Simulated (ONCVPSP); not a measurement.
## zirconium (Zr): one change to an ONCV potential, before and after

ONCVPSP 4.0.1 input, shortened (lines: element, Z, core and valence counts, functional; n l f; lmax; l rc ep ncon nbas qcut; lloc lpopt rc5 dvloc0; l nproj debl; icmod fcfact rcfact), PBE, fully relativistic:

```
  Zr 40.00    6    4        4      upf
    1    0    2.00
    2    0    2.00
    2    1    6.00
    3    0    2.00
    3    1    6.00
    3    2   10.00
    4    0    2.00
    4    1    6.00
    4    2    2.00
    5    0    1.50
    2
    0    2.35    0.00    3    6    6.10
    1    1.35    0.00    5    9    6.70
    2    3.10    0.00    3    7    4.90
    4    5    1.25    3.00
    0    2    3.90
    1    2    1.50
    2    2    1.80
    3    4.25    1.10
```

Open shells are filled in proportion to 2j + 1.

Change: all radii but the core radius scaled by about 0.91 (s 2.14, p 1.22, d 2.82 bohr); local potential polynomial inside 1.14 bohr (lpopt 5, dvloc0 3 Ha).

Cutoffs: the cutoffs (Ha) at which the residual kinetic energy of the hardest occupied pseudo-wave falls to 1 and 0.1 mHa per electron; they do not see the model core or the augmentation charge, which bear on the density cutoff. Errors are all-electron minus pseudo energies relative to the spin-unpolarised reference configuration.

Predict the effect on cutoff, ghosts and configuration errors.

The potential gets softer (33 Ha and 121 Ha → 28 Ha and 90 Ha); of the 4 tests that both files solve, the error grows in 0 and shrinks in 2 by more than 15 % and 0.3 meV (median size 7.8 → 4.8 meV); neither file shows a bound ghost.

| quantity | base | changed |
| --- | --- | --- |
| cutoff, loose | 33 Ha | 28 Ha |
| cutoff, tight | 121 Ha | 90 Ha |
| loose cutoff by channel | s 8.8 Ha, p 33 Ha, d 8.3 Ha | s 11 Ha, p 28 Ha, d 8.9 Ha |
| bound ghosts | none | none |
| GHOST(+) flags under 300 eV | d5/2 at 295.9 eV | none |
| error for 4s2 4p6 4d2 5s2, meV [ΔE -2.88 eV] | -0.2 | -0.1 |
| error for 4s2 4p6 4d2 5s1, meV [ΔE 4.26 eV] | -0.7 | -0.4 |
| error for 4s2 4p6 4d2 5s0, meV [ΔE 17.20 eV] | -15 | -9.2 |
| error for 4s2 4p6 4d1 5s2, meV [ΔE 4.78 eV] | +58 | +40 |
| rms error of d²Exc/dni dnj with the model core, mHa | 4.65 | 4.63 |
